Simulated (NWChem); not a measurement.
System: CH₄BeS₂; SMILES C[S][Be][SH]

Input file for NWChem:

```
start job
memory heap 200 mb stack 900 mb global 1100 mb
geometry units angstroms noautoz
  Be     0.268019    -0.445946     0.057225
  S     -0.205363    -2.292307     0.111618
  H     -0.198537    -2.404310    -1.237374
  S      0.761335     1.386490     0.023855
  C     -0.869878     2.223681    -0.009870
  H     -1.446819     1.950015    -0.902821
  H     -0.667503     3.302482    -0.042251
  H     -1.453348     2.004510     0.893822
end
basis spherical
  Be library 6-31+g*
  S library 6-31+g*
  H library 6-31+g*
  C library 6-31+g*
end
dft
  xc xpbe96 cpbe96
  iterations 150
end
tddft
  cis
  nroots 6
end
task tddft energy
```

Excerpt of the output:

```
             Northwest Computational Chemistry Package (NWChem) 7.3.0
             --------------------------------------------------------

 C1  symmetry detected

                             Geometry "geometry" -> ""
                             -------------------------

 Output coordinates in angstroms (scale by  1.889725989 to convert to a.u.)

  No.       Tag          Charge          X              Y              Z
 ---- ---------------- ---------- -------------- -------------- --------------
    1 Be                   4.0000     0.27602447    -0.47231832     0.02343289
    2 S                   16.0000    -0.08460288    -2.34449322     0.05516778
    3 H                    1.0000    -0.09047112    -2.43579582    -1.29538769
    4 S                   16.0000     0.65768792     1.38684908     0.01222904
    5 C                    6.0000    -1.02124738     2.12445075     0.01364718
    6 H                    1.0000    -1.59347565     1.82977222    -0.87564179
    7 H                    1.0000    -0.88461977     3.21386322    -0.00449508
    8 H                    1.0000    -1.57740778     1.85703540     0.92156075

 Effective nuclear repulsion energy (a.u.)     151.7226321663

  pbe96 is a nonlocal functional; adding pw91lda local functional.

                                 NWChem DFT Module
                                 -----------------

 Summary of "ao basis" -> "ao basis" (spherical)
 ------------------------------------------------------------------------------
       Tag                 Description            Shells   Functions and Types
 ---------------- ------------------------------  ------  ---------------------
 Be                         6-31+g*                  8       18   4s3p1d
 S                          6-31+g*                 10       22   5s4p1d
 H                          6-31+g*                  2        2   2s
 C                          6-31+g*                  8       18   4s3p1d

            General Information
            -------------------
          SCF calculation type: DFT
          Wavefunction type:  closed shell.
          No. of atoms     :     8
          No. of electrons :    46
           Alpha electrons :    23
            Beta electrons :    23
          Charge           :     0
          Spin multiplicity:     1
          Use of symmetry is: off; symmetry adaption is: off
          Maximum number of iterations: 150
          AO basis - number of functions:    88
                     number of shells:    44
          Convergence on energy requested:  1.00D-06
          Convergence on density requested:  1.00D-05
          Convergence on gradient requested:  5.00D-04

              XC Information
              --------------
          PerdewBurkeErnzerhof Exchange Functional  1.000
            Perdew 1991 LDA Correlation Functional  1.000 local
           PerdewBurkeErnz. Correlation Functional  1.000 non-local

             Grid Information
             ----------------
          Grid used for XC integration:  medium
          Radial quadrature: Mura-Knowles
          Angular quadrature: Lebedev.
          Tag              B.-S. Rad. Rad. Pts. Rad. Cut. Ang. Pts.
          ---              ---------- --------- --------- ---------
          Be                  1.05       49          13.0       434
          S                   1.00       88          15.0       590
          H                   0.35       45          15.0       434
          C                   0.70       49          15.0       434
          Grid pruning is: on
          Number of quadrature shells:   454
          Spatial weights used:  Erf1

      Superposition of Atomic Density Guess
      -------------------------------------

 Sum of atomic energies:        -849.13851927

      Non-variational initial energy
      ------------------------------

 Total energy =    -850.562987
 1-e energy   =   -1471.723704
 2-e energy   =     469.438085
 HOMO         =      -0.306965
 LUMO         =      -0.003515

   convergence    iter        energy       DeltaE   RMS-Dens  Diis-err
 ---------------- ----- ----------------- --------- --------- ---------
 d= 0,ls=0.0,diis     1   -851.1847237734 -1.00D+03  1.48D-02  4.32D-01
 d= 0,ls=0.0,diis     2   -851.1749401565  9.78D-03  1.02D-02  3.86D-01
 d= 0,ls=0.0,diis     3   -851.2297103140 -5.48D-02  3.37D-03  7.74D-02
 d= 0,ls=0.0,diis     4   -851.2426822754 -1.30D-02  6.71D-04  2.07D-03
 d= 0,ls=0.0,diis     5   -851.2430425664 -3.60D-04  2.03D-04  9.24D-05
  Resetting Diis
 d= 0,ls=0.0,diis     6   -851.2430553890 -1.28D-05  6.51D-05  2.45D-05
 d= 0,ls=0.0,diis     7   -851.2430597038 -4.31D-06  3.54D-05  8.20D-07
 d= 0,ls=0.0,diis     8   -851.2430594858  2.18D-07  2.11D-05  1.93D-06
 d= 0,ls=0.0,diis     9   -851.2430598597 -3.74D-07  3.20D-06  2.58D-08

         Total DFT energy =     -851.243059859733
      One electron energy =    -1475.202833474266
           Coulomb energy =      532.977731337419
    Exchange-Corr. energy =      -60.740589889211
 Nuclear repulsion energy =      151.722632166325

 Numeric. integr. density =       46.000007282196

                       DFT Final Molecular Orbital Analysis
                       ------------------------------------

 Vector   21  Occ=2.000000D+00  E=-2.638391D-01
              MO Center=  4.2D-01,  1.1D+00,  2.1D-02, r^2= 3.3D+00
   Bfn.  Coefficient  Atom+Function         Bfn.  Coefficient  Atom+Function
  ----- ------------  ---------------      ----- ------------  ---------------
    50      0.446938  4 S  py                49      0.350007  4 S  px
     4     -0.263353  1 Be py                52      0.233355  4 S  s
    46     -0.174304  4 S  py                26      0.172963  2 S  py
    48      0.163399  4 S  s                 54      0.160395  4 S  py
    53      0.136563  4 S  px                45     -0.135801  4 S  px

 Vector   22  Occ=2.000000D+00  E=-2.406744D-01
              MO Center= -3.1D-02, -2.1D+00,  4.0D-02, r^2= 2.1D+00
   Bfn.  Coefficient  Atom+Function         Bfn.  Coefficient  Atom+Function
  ----- ------------  ---------------      ----- ------------  ---------------
    25      0.641574  2 S  px                29      0.349821  2 S  px
    21     -0.245513  2 S  px                 3      0.144014  1 Be px
    26     -0.136663  2 S  py                49     -0.075647  4 S  px
    30     -0.073264  2 S  py                 7      0.052946  1 Be px
    22      0.052393  2 S  py                50     -0.051209  4 S  py

[...]

                                NWChem TDDFT Module
                                -------------------

            General Information
            -------------------
           No. of orbitals :     176
            Alpha orbitals :      88
             Beta orbitals :      88
        Alpha frozen cores :       0
         Beta frozen cores :       0
     Alpha frozen virtuals :       0
      Beta frozen virtuals :       0
         Spin multiplicity :       1
    Number of AO functions :      88
        Use of symmetry is : off
      Symmetry adaption is : off
         Schwarz screening :  0.10D-07

              XC Information
              --------------
   PerdewBurkeErnzerhof Exchange Functional   1.00
     Perdew 1991 LDA Correlation Functional   1.00 local
    PerdewBurkeErnz. Correlation Functional   1.00 non-local

             TDDFT Information
             -----------------
          Calculation type : Tamm-Dancoff TDDFT
         Wavefunction type : Restricted singlets & triplets
          No. of electrons :      46
           Alpha electrons :      23
            Beta electrons :      23
              No. of roots :       6
          Max subspacesize :    5200
            Max iterations :     100
               Target root :       1
           Target symmetry : none
      Symmetry restriction : off
                 Algorithm : Optimal
        Davidson threshold :  0.10D-03

    6 smallest eigenvalue differences (eV)
--------------------------------------------------------
  No. Spin  Occ  Vir  Irrep   E(Occ)    E(Vir)   E(Diff)
--------------------------------------------------------
    1    1   23   24 a        -0.222    -0.059     4.433
    2    1   23   25 a        -0.222    -0.047     4.758
    3    1   22   24 a        -0.241    -0.059     4.943
    4    1   23   26 a        -0.222    -0.039     4.975
    5    1   22   25 a        -0.241    -0.047     5.269
    6    1   22   26 a        -0.241    -0.039     5.485
--------------------------------------------------------

  Entering Davidson iterations
  Restricted singlet excited states

  Iter   NTrls   NConv    DeltaV     DeltaE      Time
  ----  ------  ------  ---------  ---------  ---------
    1      6       0     0.11E+00   0.10+100        3.3
    2     12       0     0.87E-01   0.11E-01        3.3
    3     18       0     0.51E-01   0.11E-01        3.3
    4     24       0     0.56E-02   0.25E-02        3.3
    5     30       2     0.57E-03   0.41E-04        3.3
    6     34       6     0.60E-04   0.49E-06        2.8
  ----  ------  ------  ---------  ---------  ---------
  Convergence criterion met

  Ground state a        -851.243059859733 a.u.

  ----------------------------------------------------------------------------
  Root   1 singlet a              0.165785354 a.u.                4.5113 eV
  ----------------------------------------------------------------------------
     Transition Moments    X -0.01679   Y -0.01730   Z  0.08251
     Dipole Oscillator Strength                    0.0008166673
     Electric Quadrupole                           0.0000000072
     Magnetic Dipole                               0.0000005146
     Total Oscillator Strength                     0.0008171892

     Occ.   23  a   ---  Virt.   24  a        0.99468
  ----------------------------------------------------------------------------
  Root   2 singlet a              0.179427559 a.u.                4.8825 eV
  ----------------------------------------------------------------------------
     Transition Moments    X -0.02227   Y -0.19100   Z  0.37525
     Dipole Oscillator Strength                    0.0212669873
     Electric Quadrupole                           0.0000000509
     Magnetic Dipole                               0.0000001980
     Total Oscillator Strength                     0.0212672362

     Occ.   23  a   ---  Virt.   25  a       -0.84018
     Occ.   23  a   ---  Virt.   26  a       -0.53183
  ----------------------------------------------------------------------------
  Root   3 singlet a              0.194283867 a.u.                5.2867 eV
  ----------------------------------------------------------------------------
     Transition Moments    X -0.19383   Y  0.20377   Z -0.09656
     Dipole Oscillator Strength                    0.0114519803
     Electric Quadrupole                           0.0000001265
     Magnetic Dipole                               0.0000004237
     Total Oscillator Strength                     0.0114525306

     Occ.   20  a   ---  Virt.   26  a        0.08054
     Occ.   21  a   ---  Virt.   24  a        0.22094
     Occ.   22  a   ---  Virt.   24  a       -0.66652
     Occ.   22  a   ---  Virt.   25  a        0.49191
     Occ.   22  a   ---  Virt.   27  a        0.06555
     Occ.   22  a   ---  Virt.   28  a       -0.07330
     Occ.   23  a   ---  Virt.   25  a       -0.22735
     Occ.   23  a   ---  Virt.   26  a        0.42354
  ----------------------------------------------------------------------------
  Root   4 singlet a              0.197528352 a.u.                5.3750 eV
  ----------------------------------------------------------------------------
     Transition Moments    X -0.19085   Y  0.11379   Z  0.05758
     Dipole Oscillator Strength                    0.0069379029
     Electric Quadrupole                           0.0000000606
     Magnetic Dipole                               0.0000002534
     Total Oscillator Strength                     0.0069382168

     Occ.   21  a   ---  Virt.   24  a       -0.15592
     Occ.   21  a   ---  Virt.   25  a        0.06006
     Occ.   22  a   ---  Virt.   24  a        0.22543
     Occ.   22  a   ---  Virt.   25  a        0.80513
     Occ.   22  a   ---  Virt.   26  a       -0.31535
     Occ.   22  a   ---  Virt.   28  a        0.05267
     Occ.   23  a   ---  Virt.   25  a        0.19959
     Occ.   23  a   ---  Virt.   26  a       -0.33844
  ----------------------------------------------------------------------------
  Root   5 singlet a              0.200885017 a.u.                5.4664 eV
  ----------------------------------------------------------------------------
     Transition Moments    X -0.03903   Y  1.14537   Z  0.16665
     Dipole Oscillator Strength                    0.1796140792
     Electric Quadrupole                           0.0000000781
     Magnetic Dipole                               0.0000002239
     Total Oscillator Strength                     0.1796143812

     Occ.   20  a   ---  Virt.   26  a        0.08586
     Occ.   21  a   ---  Virt.   24  a       -0.31002
     Occ.   21  a   ---  Virt.   25  a        0.10565
     Occ.   21  a   ---  Virt.   26  a        0.18107
     Occ.   21  a   ---  Virt.   32  a        0.05600
     Occ.   22  a   ---  Virt.   24  a       -0.62628
     Occ.   22  a   ---  Virt.   25  a       -0.14850
     Occ.   22  a   ---  Virt.   26  a        0.09937
     Occ.   22  a   ---  Virt.   28  a       -0.12059
     Occ.   22  a   ---  Virt.   30  a        0.06030
     Occ.   23  a   ---  Virt.   25  a        0.31495
     Occ.   23  a   ---  Virt.   26  a       -0.52179
     Occ.   23  a   ---  Virt.   27  a       -0.07405
  ----------------------------------------------------------------------------
  Root   6 singlet a              0.203625618 a.u.                5.5409 eV
  ----------------------------------------------------------------------------
     Transition Moments    X  0.57970   Y -0.01520   Z -0.00533
     Dipole Oscillator Strength                    0.0456549152
     Electric Quadrupole                           0.0000003478
     Magnetic Dipole                               0.0000004717
     Total Oscillator Strength                     0.0456557348

     Occ.   22  a   ---  Virt.   24  a       -0.15016
     Occ.   22  a   ---  Virt.   25  a       -0.27714
     Occ.   22  a   ---  Virt.   26  a       -0.93975
     Occ.   23  a   ---  Virt.   26  a        0.06415

              Target root =      1
          Target symmetry = none
      Ground state energy =   -851.243059859733
        Excitation energy =      0.165785354399
     Excited state energy =   -851.077274505334

  stored tddft:energy   -851.07727450533423

    6 smallest eigenvalue differences (eV)
--------------------------------------------------------
  No. Spin  Occ  Vir  Irrep   E(Occ)    E(Vir)   E(Diff)
--------------------------------------------------------
    1    1   23   24 a        -0.222    -0.059     4.433
    2    1   23   25 a        -0.222    -0.047     4.758
    3    1   22   24 a        -0.241    -0.059     4.943
    4    1   23   26 a        -0.222    -0.039     4.975
    5    1   22   25 a        -0.241    -0.047     5.269
    6    1   22   26 a        -0.241    -0.039     5.485
--------------------------------------------------------

  Entering Davidson iterations
  Restricted triplet excited states

  Iter   NTrls   NConv    DeltaV     DeltaE      Time
  ----  ------  ------  ---------  ---------  ---------
    1      6       0     0.23E-01   0.10+100        3.1
    2     12       0     0.31E-02   0.20E-02        3.1
    3     18       1     0.83E-02   0.19E-03        3.1
    4     23       5     0.27E-02   0.24E-02        2.9
    5     24       5     0.25E-03   0.21E-04        1.8
    6     25       6     0.49E-04   0.24E-06        1.8
  ----  ------  ------  ---------  ---------  ---------
  Convergence criterion met

  Ground state a        -851.243059859733 a.u.

[...]
```

Level: PBE/6-31+G* (spherical d), TDA. Geometry: optimised at PBE0/def2-SVP.
